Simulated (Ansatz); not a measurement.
Reaction (formal exchange of groups at the Si–O bond): `O[SiH2]C(F)Br` + `CCC#CF` → `C[SiH2]C(F)Br` + `OCC#CF`

Isolated molecules relaxed with PBE0-D4/def2-TZVP in Ansatz; ΔE leaves out vibrations. CBS: MP2 limit from def2 TZ/QZ plus the TZ coupled-cluster correction, frozen cores. For Br outer-core shells are correlated without core-valence functions, which leaves a few kJ/mol of doubt a bond. Scalar relativity is left out up to krypton. Each species was taken in one conformer, which may not be the lowest.

```
             level  ΔE (kJ/mol)
     HF/def2-TZVPP        148.5
    MP2/def2-QZVPP        146.8
SCS-MP2/def2-QZVPP        146.5
    CCSD/CBS(def2)        143.0
```

Question: What does CCSD(T)/CBS give? (Estimate.)

Answer: Ansatz gave: +140.6 kJ/mol. The listed levels differ from it by 7.9, 6.2, 5.9, 2.4 kJ/mol.

Largest T1 diagnostic among the species: 0.012.

From PBE to PBE0 (25 % exact exchange), in def2-TZVPP and without D4, ΔE moves by +6.2 kJ/mol. In def2-TZVPP, CCSD(T) changes the Hartree–Fock value by −10.7 kJ/mol (the triples alone add −2.4 kJ/mol) and MP2 by −3.8 kJ/mol.
